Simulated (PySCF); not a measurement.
C4H12Si2.
Structure used (PBE0-D3(BJ)/def2-SVP), in Å, numbered top down from 1:
```
atom  x, y, z in Å
C1     2.6430    0.2407    0.2322
C2     1.3410    0.0855    1.0133
Si3   -0.0480   -0.7288    0.0362
C4    -0.6778    0.3295   -1.4223
Si5   -2.3458    0.4613   -0.5131
C6    -1.7478   -0.6656    0.9004
H7     3.0422   -0.7357   -0.0858
H8     3.4247    0.7347    0.8306
H9     2.4986    0.8437   -0.6786
H10    0.9723    1.0696    1.3535
H11    1.5030   -0.5077    1.9306
H12    0.3563   -2.1128   -0.3767
H13   -0.1478    1.2827   -1.5746
H14   -0.7235   -0.1934   -2.3899
H15   -3.5113   -0.0784   -1.2815
H16   -2.6717    1.8531   -0.0680
H17   -1.7547   -0.2124    1.9037
H18   -2.2680   -1.6342    0.9598
```

The closed-shell ground state was solved at several levels (PySCF, density fitting, gas phase, non-relativistic).

```csv
level,basis functions,HOMO (eV),LUMO (eV),gap (eV),dipole (D)
B3LYP/def2-SVPD,224,-7.19,0.02,7.21,0.81
wB97X-D/pcSseg-1,176,-9.25,2.18,11.43,0.72
```

**Question.** Estimate the row for PBE0/pcSseg-1, a basis of 176 functions; the other rows only guide the guess.

**Answer.** HOMO -7.43 eV, LUMO 0.44 eV, gap 7.87 eV, dipole 0.76 D.

**Question.** Over all these levels, which gives the widest orbital gap and which the narrowest?

**Answer.** wB97X-D/pcSseg-1 (range-separated hybrid) has the widest, 11.43 eV, and B3LYP/def2-SVPD (global hybrid, 20 % exact exchange) the narrowest, 7.21 eV. Functional and basis both differ between the two, so the spread mixes both effects.

**Question.** How far do the dipole and the HOMO energy spread over the levels?

**Answer.** The dipole runs from 0.72 to 0.81 D (mean 0.76 D) and the HOMO from -9.25 to -7.19 eV.

One conformer stands for the species.
